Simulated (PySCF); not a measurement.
Species: C₇H₁₂N (doublet state).
Atom-mapped SMILES: `[CH2:1][C@H:2]([CH3:3])[C@@H:4]1[CH2:5][CH:6]=[N:7][CH2:8]1` (hydrogens: H9, H10 on C1; H11 on C2; H12, H13, H14 on C3; H15 on C4; H16, H17 on C5; H18 on C6; H19, H20 on C8)

Cartesian coordinates in Å at the GFN2-xTB level; atoms count from 1:
```xyz
20
C7H12N angstrom
C      1.571    0.651    1.289
C      0.934   -0.325    0.384
C      1.957   -0.838   -0.648
C     -0.258    0.327   -0.350
C     -1.258    0.981    0.623
C     -2.550    0.318    0.250
N     -2.491   -0.553   -0.654
C     -1.135   -0.701   -1.117
H      1.749    0.431    2.323
H      1.913    1.590    0.900
H      0.564   -1.178    0.962
H      2.773   -1.347   -0.142
H      2.369   -0.004   -1.213
H      1.490   -1.532   -1.342
H      0.135    1.072   -1.045
H     -1.008    0.777    1.667
H     -1.323    2.064    0.504
H     -3.487    0.559    0.728
H     -1.119   -0.547   -2.198
H     -0.830   -1.734   -0.925
```

The hyperfine couplings belong to this conformer and change with its torsions.

Computed, not measured: UKS B3LYP, pcH-1 on C H N, non-relativistic, mean-field spin-orbit, GIAO in PySCF. One conformer (not necessarily the lowest) at the GFN2-xTB geometry, without solvent, vibrations or thermal averaging. Couplings are sensitive to structure, and on GFN2-xTB geometries they can be far from those on DFT ones. Stability of the SCF solution: not tested.

(1) Where do the isotropic ENDOR lines of H9/H10, H12/H13/H14, H11, H15, H17 and H19 fall at 347.6 mT, to first order?

(2) Which pairs are centred on the nuclear Larmor frequency, and which on half the coupling?

Results:

(1) ν± = |νn ± a/2|, one line for each electron-spin manifold; νn = |g_N| × 7.62259 MHz/T × B.

```tsv
nuclei	isotope	g_N	νn (MHz)	a_iso (MHz)	lower line (MHz)	upper line (MHz)
H9/H10	1H	5.5857	14.80	-63.78	17.09	46.69
H12/H13/H14	1H	5.5857	14.80	5.62	11.99	17.61
H11	1H	5.5857	14.80	4.72	12.44	17.16
H15	1H	5.5857	14.80	-2.38	13.61	15.99
H17	1H	5.5857	14.80	2.37	13.62	15.98
H19	1H	5.5857	14.80	1.21	14.20	15.40
```

(2) Centred on νn, since |a| < 2νn: H12/H13/H14, H11, H15, H17 and H19. Centred on |a|/2 and split by 2νn: H9/H10.

Means are taken over nuclei equivalent by connectivity, which assumes that they swap fast. The three 1H nuclei of mean +5.6 MHz run from -2.2 to 21.3 MHz in the frozen geometry.

The largest Mulliken spin populations are on C1 (+1.08) and C2 (-0.08). No atom but C1 exceeds +0.15. The angles at C1 add up to 359.9°, so it is planar; its axial dipolar tensor and the negative couplings of its protons fit spin in a p orbital normal to that plane.
